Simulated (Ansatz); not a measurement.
A run for Ansatz (a quantum-chemistry and plane-wave program): U-wB97X-V/def2-TZVPP on Br (SMILES [Br]).

Ansatz 0.2 input:
```yaml
crystal:
  periodic: [false, false, false]
  atoms:
    - {symbol: Br, position_ang: [0.00000000, 0.00000000, 0.00000000]}
basis:
  gaussian:
    orbitals: def2-TZVPP
hamiltonian:
  xc: {name: wB97X-V}
magnetization: {spin_polarized: true, initial_magnetization: 1}
```

### Question
Give the final energy of this run.

### Answer
-2573.8737 hartree.
